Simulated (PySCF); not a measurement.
Species: C3H11NSi2.
SMILES: `C=CC[Si@H](N)[SiH3]`

Torsions of this conformer, `[CH2:1]=[CH:2][CH2:3][Si@H:4]([NH2:5])[SiH3:6]`: C1–C2–C3–Si4 -110°, C2–C3–Si4–N5 53°, H–N5–Si4–C3 40°, H–N5–Si4–C3 -171°.

The closed-shell ground state was solved at several levels (PySCF, density fitting, gas phase, non-relativistic). One conformer (not necessarily the lowest) at the PBE0-D3(BJ)/def2-SVP geometry, without solvent, vibrations or thermal averaging.

```json
{"level": "PBE0/pcSseg-1", "basis functions": "171", "HOMO (eV)": "-7.05", "LUMO (eV)": "0.23", "gap (eV)": "7.28", "dipole (D)": "1.44"}
{"level": "CAM-B3LYP/def2-SVPD", "basis functions": "216", "HOMO (eV)": "-8.36", "LUMO (eV)": "0.98", "gap (eV)": "9.34", "dipole (D)": "1.25"}
```

Question: Estimate the row for KT2/pcSseg-1, a basis of 171 functions; the other rows only guide the guess.

Answer: HOMO -5.84 eV, LUMO -0.75 eV, gap 5.09 eV, dipole 1.39 D.

Question: Over all these levels, which gives the widest orbital gap and which the narrowest?

Answer: CAM-B3LYP/def2-SVPD (range-separated hybrid) has the widest, 9.34 eV, and KT2/pcSseg-1 (GGA) the narrowest, 5.09 eV. Functional and basis both differ between the two, so the spread mixes both effects.

Question: How far do the dipole and the HOMO energy spread over the levels?

Answer: The dipole runs from 1.25 to 1.44 D (mean 1.36 D) and the HOMO from -8.36 to -5.84 eV.
